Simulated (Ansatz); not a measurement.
Molecule (SMILES): [GaH] (GaH) (closed-shell singlet).
Geometry (B3LYP-D3(BJ)/def2-TZVP, fixed):
```
Ga
H 1 1.6890
```
Charge 0, spin multiplicity 1.

Basis-set convergence of the dipole moment at PBE0 with Ansatz (a quantum-chemistry and plane-wave program). Dipoles come from the density behind the forces; the sign is taken along the dipole that this method gives in the largest set. All functions are spherical. The program fits the integrals of some runs and decomposes those of others, by size. No added dispersion term, no relativity. Reference: the value in aug-cc-pV5Z, 0.423 D, itself unsure by roughly 0.002 D (its mean distance from aug-pcseg-3, aug-cc-pVQZ, def2-QZVPPD). Deviations are taken from unrounded values.

```csv
basis,functions
cc-pVDZ,32
aug-cc-pVDZ,45
cc-pVTZ,57
aug-cc-pVTZ,82
cc-pVQZ,98
aug-cc-pVQZ,139
cc-pV5Z,159
aug-cc-pV5Z,220
```

Problem. Which is the smallest correlation-consistent set listed that can be trusted to 0.02 D here, that is, within that of the reference together with its larger relatives (same family, alike in diffuse functions; a set with none to test it counts only in the reference's own line)?

Solution. The smallest set listed that lies within 0.02 D of the reference with all its larger relatives (same family, alike in diffuse functions; a set with none counts only in the reference's own line) is aug-cc-pVDZ (45 functions, -0.012 D off). Inside, with no larger relative to test it: cc-pV5Z. Value minus reference: cc-pVDZ -0.152, aug-cc-pVDZ -0.012, cc-pVTZ -0.052, aug-cc-pVTZ -0.007, cc-pVQZ -0.036, aug-cc-pVQZ 0.000, cc-pV5Z -0.013, aug-cc-pV5Z 0.000 D.
